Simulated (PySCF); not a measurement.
# PbBr₂: from structure and modes to constants

All numbers come from PBE0 in PySCF with Pb def2-TZVP with ECP60, Br def2-TZVP; scalar-relativistic core potentials, no spin–orbit coupling; density-fitted integrals.

The singlet minimum has C2v symmetry. Masses (u): Pb 207.97664, Br 78.91834.

```xyz
3
charge 0 multiplicity 1, angstrom
Pb    0.0000    0.0000   -0.7168
Br    2.0013    0.0000    0.9521
Br   -2.0013    0.0000    0.9521
```

Harmonic wavenumbers (cm⁻¹): 65.4 (a1, ×1), 207.5 (b2, ×1), 217.3 (a1, ×1).

Problem. Find the principal moments of inertia and the rotational constants. What kind of rotor is it?

Solution. About the centre of mass I = 249.95, 632.14, 882.09 u Å². With B = 16.8576/I this gives 0.06745, 0.02667, 0.01911 cm⁻¹. The molecule is an asymmetric top with κ = -0.69.

Problem. What is the harmonic zero-point energy?

Solution. Half the sum of all 3 wavenumbers, 490/2 = 245 cm⁻¹, which is 2.9 kJ/mol (1 cm⁻¹ = 0.0119627 kJ/mol).

Problem. Find the vibrational entropy and heat capacity at 298.15 K.

Solution. With u = 1.43878 ω/T, each mode gives S = R[u/(eᵘ−1) − ln(1−e⁻ᵘ)] and C = R u² eᵘ/(eᵘ−1)².
| ω (cm⁻¹) | u | S (J/(mol K)) | C (J/(mol K)) |
| --- | --- | --- | --- |
| 65.4 | 0.316 | 17.93 | 8.25 |
| 207.5 | 1.001 | 8.64 | 7.65 |
| 217.3 | 1.049 | 8.29 | 7.59 |
The sums over all modes are S = 34.9 and C = 23.5 J/(mol K); the softest mode gives 51 % of the entropy.

Problem. Give the standard entropy (298.15 K, 1 bar) by its translational, rotational, vibrational and spin parts, and Cp.

Solution. Sackur–Tetrode with M = 365.81 u gives 182.5; rotation with symmetry number 2 gives 120.7; vibration 34.9; spin R ln 1 = 0.0. The total is 338.0 J/(mol K), and Cp = 4 R + 23.5 = 56.7 J/(mol K).

With an element this heavy the missing spin–orbit coupling can shift these numbers.
